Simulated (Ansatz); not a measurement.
C₂H₆F₂Ge (`FC[CH2][GeH2][F]`), relaxed with RKS PBE0-D4/def2-TZVP in Ansatz from a PBE-D4/def2-SVP geometry. The force threshold is 0.005 eV/Å; the program also tests the step.

Total charge 0; spin multiplicity 1.

Start:

```xyz
11

F     0.343   -1.757   -1.930
C     0.011   -1.239   -0.684
C     0.219    0.264   -0.659
Ge   -0.239    1.069    1.072
F     0.782    0.261    2.268
H     0.646   -1.733    0.086
H    -1.051   -1.498   -0.469
H     1.279    0.513   -0.874
H    -0.402    0.757   -1.437
H    -1.703    0.784    1.501
H     0.115    2.578    1.125
```

Question: How much energy does the relaxation release, and in how many steps? (Best estimate.)

Answer: Ansatz gave: 3.92 kJ/mol, in 4 steps.

Question: Which bonds change most? (An estimate is asked.)

Answer: Ansatz gave: Ge4–F5 from 1.768 to 1.748 Å; C2–H7 from 1.114 to 1.095 Å; C2–H6 from 1.113 to 1.093 Å; C3–H8 from 1.110 to 1.093 Å.

Question: Give the relaxed structure. (An estimate is asked.)

Answer: The calculation gave: 
```xyz
11

F     0.342   -1.742   -1.913
C     0.009   -1.227   -0.669
C     0.218    0.263   -0.654
Ge   -0.239    1.066    1.061
F     0.772    0.272    2.245
H     0.638   -1.727    0.073
H    -1.037   -1.491   -0.479
H     1.264    0.502   -0.867
H    -0.395    0.741   -1.425
H    -1.685    0.785    1.500
H     0.113    2.559    1.129
```
